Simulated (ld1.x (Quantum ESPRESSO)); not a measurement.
## Logarithmic derivatives: N (Z = 7), PAW

```
Element                 : N (Z = 7)
Generator               : ld1.x (Quantum ESPRESSO) 7.5
Type                    : PAW
Functional              : PBE
Relativity              : scalar-relativistic
Frozen core             : [He]
Valence charge          : 5
Reference configuration : 2s2 2p3
Partial waves           : 2s (bound): rcut 0.70, rcutus 0.80 bohr; 2s channel at -0.65 Ry: rcut 0.70, rcutus 0.80 bohr; 2p (bound): rcut 2.20, rcutus 2.45 bohr; 2p channel at -0.2 Ry: rcut 2.20, rcutus 2.45 bohr; 3d channel at 0.1 Ry: rcut 1.90, rcutus 2.30 bohr; 3d channel at 1.8 Ry: rcut 1.90, rcutus 2.30 bohr
Local potential         : all-electron potential smoothed inside 0.65 bohr (lloc = -1)
Core correction         : Bessel-smoothed model core inside 0.80 bohr
Augmentation charge     : BESSEL, radius 0.80 bohr
```

The phase is arctan(r·u′/u) with u = r·R(r), unwrapped; energies in Ry, scanned from -3 to 5 Ry. A pole is an energy at which the radial function vanishes at the test radius. The pseudo phase is shifted by a multiple of π to meet the all-electron one at the reference energy, and phase errors are pseudo minus all-electron; the curves can meet again beyond the range given. Levels narrower than the energy grid can be missing from the lists of poles.

```tsv
channel	radius (bohr)	reference energy (Ry)	poles, all-electron	poles, pseudo	unbroken range about the reference energy with phases within 0.05 rad	phase error 1 Ry above the reference energy (rad)
s	2.65	-1.37	-1.19, 4.05	-1.19, 4.03	the whole range	-0.000
p	2.65	-0.52	-0.27, 4.13	-0.27, 0.99	below 0.7	-0.009
d	2.65	0.10	3.10	3.15	below 4.4	-0.002
```

Phases in the s channel:

```json
{"E (Ry)": "-3.00", "all-electron": "1.323", "pseudo": "1.323"}
{"E (Ry)": "-2.52", "all-electron": "1.284", "pseudo": "1.284"}
{"E (Ry)": "-2.04", "all-electron": "1.200", "pseudo": "1.200"}
{"E (Ry)": "-1.56", "all-electron": "0.535", "pseudo": "0.535"}
{"E (Ry)": "-1.08", "all-electron": "-1.655", "pseudo": "-1.655"}
{"E (Ry)": "-0.60", "all-electron": "-1.811", "pseudo": "-1.811"}
{"E (Ry)": "-0.12", "all-electron": "-1.919", "pseudo": "-1.920"}
{"E (Ry)": "0.36", "all-electron": "-2.078", "pseudo": "-2.078"}
{"E (Ry)": "0.84", "all-electron": "-2.428", "pseudo": "-2.429"}
{"E (Ry)": "1.32", "all-electron": "-3.333", "pseudo": "-3.335"}
{"E (Ry)": "1.80", "all-electron": "-4.129", "pseudo": "-4.130"}
{"E (Ry)": "2.28", "all-electron": "-4.421", "pseudo": "-4.422"}
{"E (Ry)": "2.76", "all-electron": "-4.554", "pseudo": "-4.554"}
{"E (Ry)": "3.24", "all-electron": "-4.630", "pseudo": "-4.631"}
{"E (Ry)": "3.72", "all-electron": "-4.683", "pseudo": "-4.684"}
{"E (Ry)": "4.20", "all-electron": "-4.725", "pseudo": "-4.726"}
{"E (Ry)": "4.68", "all-electron": "-4.762", "pseudo": "-4.764"}
```
